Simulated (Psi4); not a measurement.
H3Al (SMILES [AlH3]), singlet, at a GFN2-xTB geometry (such geometries of metal compounds can be far from the true shape); Psi4 with B3LYP/6-311G**.

Input for Psi4:
```
memory 2 GB

molecule mol {
0 1
Al   -0.000000   -0.000000   -0.000000
H     0.642794   -0.455149    1.338556
H    -0.275758    1.506779   -0.256226
H    -0.367036   -1.051629   -1.082329
}

set {
  basis 6-311g**
  reference rks
}

energy('b3lyp')
print_variables()
```

Task: Write the output that Psi4 gives for this input, abridged.

Result: 
```
   => Loading Basis Set <=

    Name: 6-311G**
    Role: ORBITAL
    Keyword: BASIS

         ---------------------------------------------------------
                                   SCF
               by Justin Turney, Rob Parrish, Andy Simmonett
                          and Daniel G. A. Smith
                              RKS Reference
         ---------------------------------------------------------

  ==> Geometry <==

    Molecular point group: c1
    Full point group: C1

    Geometry (in Angstrom), charge = 0, multiplicity = 1:

       Center              X                  Y                   Z               Mass
    ------------   -----------------  -----------------  -----------------  -----------------
         AL           0.000000000000    -0.000000033589    -0.000000033589    26.981538530000
         H            0.642794000000    -0.455149033589     1.338555966411     1.007825032230
         H           -0.275758000000     1.506778966411    -0.256226033589     1.007825032230
         H           -0.367036000000    -1.051629033589    -1.082329033589     1.007825032230

  Running in c1 symmetry.

  Rotational constants: A =      4.62305  B =      4.62305  C =      2.31153 [cm^-1]
  Rotational constants: A = 138595.70101  B = 138595.69070  C =  69297.84793 [MHz]
  Nuclear repulsion =   13.878479289331102

  Charge       = 0
  Multiplicity = 1
  Electrons    = 16
  Nalpha       = 8
  Nbeta        = 8

  ==> Algorithm <==

  SCF Algorithm Type is DF.
  DIIS enabled.
  MOM disabled.
  Fractional occupation disabled.
  Guess Type is SAD.
  Energy threshold   = 1.00e-06
  Density threshold  = 1.00e-06
  Integral threshold = 1.00e-12

  ==> Primary Basis <==

  Basis Set: 6-311G**
    Blend: 6-311G**
    Number of shells: 24
    Number of basis functions: 44
    Number of Cartesian functions: 45
    Spherical Harmonics?: true
    Max angular momentum: 2

  ==> DFT Potential <==

   => LibXC <=

    Version 7.1.2
    S. Lehtola, C. Steigemann, M. J. T. Oliveira, and M. A. L. Marques,  SoftwareX 7, 1–5 (2018) (10.1016/j.softx.2017.11.002)

   => Composite Functional: B3LYP <=

    B3LYP Hyb-GGA Exchange-Correlation Functional

    P. J. Stephens, F. J. Devlin, C. F. Chabalowski, and M. J. Frisch,  J. Phys. Chem. 98, 11623 (1994) (10.1021/j100096a001)

    Deriv               =              1
    GGA                 =           TRUE
    Meta                =          FALSE

    Exchange Hybrid     =           TRUE
    MP2 Hybrid          =          FALSE

   => Exchange Functionals <=

    0.0800   Slater exchange
    0.7200         Becke 88

   => Exact (HF) Exchange <=

    0.2000               HF

   => Correlation Functionals <=

    0.1900   Vosko, Wilk & Nusair (VWN5_RPA)
    0.8100   Lee, Yang & Parr

   => LibXC Density Thresholds  <==

    XC_HYB_GGA_XC_B3LYP:  1.00E-15

   => Molecular Quadrature <=

    Radial Scheme          =       TREUTLER
    Pruning Scheme         =           NONE
    Nuclear Scheme         =       TREUTLER

    Blocking Scheme        =         OCTREE
    BS radius alpha        =              1
    Pruning alpha          =              1
    Radial Points          =             75
    Spherical Points       =            302
    Total Points           =          88211
    Total Blocks           =            700
    Max Points             =            255
    Max Functions          =             44
    Weights Tolerance      =       1.00E-15

   => Loading Basis Set <=

    Name: (6-311G** AUX)
    Role: JKFIT
    Keyword: DF_BASIS_SCF

  ==> Integral Setup <==

  SCF_SUBTYPE=INCORE selected. In-core MEM_DF algorithm will be used.
  Using in-core AOs.

  ==> MemDFJK: Density-Fitted J/K Matrices <==

    J tasked:                   Yes
    K tasked:                   Yes
    wK tasked:                   No
    Algorithm:                 Core
    Schwarz Cutoff:           1E-12
    Mask sparsity (%):       0.0000
    Fitting Condition:        1E-10

   => Auxiliary Basis Set <=

  Basis Set: (6-311G** AUX)
    Blend: CC-PVTZ-JKFIT
    Number of shells: 67
    Number of basis functions: 211
    Number of Cartesian functions: 250
    Spherical Harmonics?: true
    Max angular momentum: 4

  Minimum eigenvalue in the overlap matrix is 1.9682811117E-02.
  Reciprocal condition number of the overlap matrix is 4.5365988671E-03.
    Using symmetric orthogonalization.

  ==> Pre-Iterations <==

  SCF Guess: Superposition of Atomic Densities via on-the-fly atomic UHF (no occupation information).

   -------------------------
    Irrep   Nso     Nmo
   -------------------------
     A         44      44
   -------------------------
    Total      44      44
   -------------------------

  ==> Iterations <==

                           Total Energy        Delta E     RMS |[F,P]|

   @DF-RKS iter SAD:  -243.79066000320205   -2.43791e+02   0.00000e+00
   @DF-RKS iter   1:  -244.19375153687577   -4.03092e-01   5.95344e-03 DIIS/ADIIS
   @DF-RKS iter   2:  -244.22391490803983   -3.01634e-02   2.87210e-03 DIIS/ADIIS
   @DF-RKS iter   3:  -244.22798258777462   -4.06768e-03   3.06718e-04 DIIS/ADIIS
   @DF-RKS iter   4:  -244.22803131417947   -4.87264e-05   9.79393e-06 DIIS
   @DF-RKS iter   5:  -244.22803145001544   -1.35836e-07   2.78804e-07 DIIS
  Energy and wave function converged.

  ==> Post-Iterations <==

   Electrons on quadrature grid:
      Ntotal   =   15.9999996221 ; deviation = -3.779e-07

    Orbital Energies [Eh]
    ---------------------

    Doubly Occupied:

       1A    -56.011103     2A     -4.124213     3A     -2.682886
       4A     -2.673850     5A     -2.673849     6A     -0.427283
       7A     -0.309840     8A     -0.309840

    Virtual:

       9A     -0.072617    10A      0.041775    11A      0.041776
      12A      0.043955    13A      0.109317    14A      0.114266
      15A      0.114266    16A      0.137975    17A      0.362012
      18A      0.362012    19A      0.375602    20A      0.444848
      21A      0.444849    22A      0.619094    23A      0.652863
      24A      0.652863    25A      0.660002    26A      0.735554
      27A      0.735555    28A      1.290622    29A      1.419969
      30A      1.482534    31A      1.482540    32A      1.571634
      33A      1.571638    34A      1.803239    35A      2.070588
      36A      2.070591    37A      2.515639    38A      2.590296
      39A      2.590307    40A      4.130889    41A      7.879964
      42A      8.166560    43A      8.166560    44A    120.072700

    Final Occupation by Irrep:
              A
    DOCC [     8 ]
    NA   [     8 ]
    NB   [     8 ]

  @DF-RKS Final Energy:  -244.22803145001544

   => Energetics <=

    Nuclear Repulsion Energy =             13.8784792893311018
    One-Electron Energy =                -366.3989542094793705
    Two-Electron Energy =                 124.2457977587636435
    DFT Exchange-Correlation Energy =     -15.9533542886307931
    Empirical Dispersion Energy =           0.0000000000000000
    VV10 Nonlocal Energy =                  0.0000000000000000
    Total Energy =                       -244.2280314500154361

Computation Completed

Properties will be evaluated at   0.000000,   0.000000,   0.000000 [a0]

Properties computed using the SCF density matrix

 Multipole Moments:

 ------------------------------------------------------------------------------------
     Multipole            Electronic (a.u.)      Nuclear  (a.u.)        Total (a.u.)
 ------------------------------------------------------------------------------------

 L = 1.  Multiply by 2.5417464519 to convert [e a0] to [Debye]
 Dipole X            :          0.0000009            0.0000000            0.0000009
 Dipole Y            :         -0.0000034            0.0000009           -0.0000025
 Dipole Z            :         -0.0000000            0.0000009            0.0000008
 Magnitude           :                                                    0.0000028

 ------------------------------------------------------------------------------------

  Variable Map:
  ----------------------------------------------------------------------------
  "CURRENT ENERGY"              =>    -244.228031450015
  "CURRENT REFERENCE ENERGY"    =>    -244.228031450015
  "DD SOLVATION ENERGY"         =>       0.000000000000
  "DFT FUNCTIONAL TOTAL ENERGY" =>    -244.228031450015
  "DFT TOTAL ENERGY"            =>    -244.228031450015
  "DFT VV10 ENERGY"             =>       0.000000000000
  "DFT XC ENERGY"               =>     -15.953354288631
  "GRID ELECTRONS ALPHA"        =>       7.999999811031
  "GRID ELECTRONS BETA"         =>       7.999999811031
  "GRID ELECTRONS TOTAL"        =>      15.999999622062
  "NUCLEAR REPULSION ENERGY"    =>      13.878479289331
  "ONE-ELECTRON ENERGY"         =>    -366.398954209479
  "PCM POLARIZATION ENERGY"     =>       0.000000000000
  "PE ENERGY"                   =>       0.000000000000
  "SCF ITERATION ENERGY"        =>    -244.228031450015
  "SCF ITERATIONS"              =>       5.000000000000
  "SCF TOTAL ENERGY"            =>    -244.228031450015
  "TWO-ELECTRON ENERGY"         =>     124.245797758764
  "XC GRID RADIAL POINTS"       =>      75.000000000000
  "XC GRID SPHERICAL POINTS"    =>     302.000000000000
  "XC GRID TOTAL POINTS"        =>   88211.000000000000

  Array Variable Map:
  ----------------------------------------------------------------------------
  "CURRENT DIPOLE"              =>       0.000000862554 ... 0.000000830593 1 by 3
  "SCF DIPOLE"                  =>       0.000000862554 ... 0.000000830593 1 by 3
  "SCF TOTAL ENERGIES"          =>    -243.790660003202 ... -244.228031450015 1 by 6
```
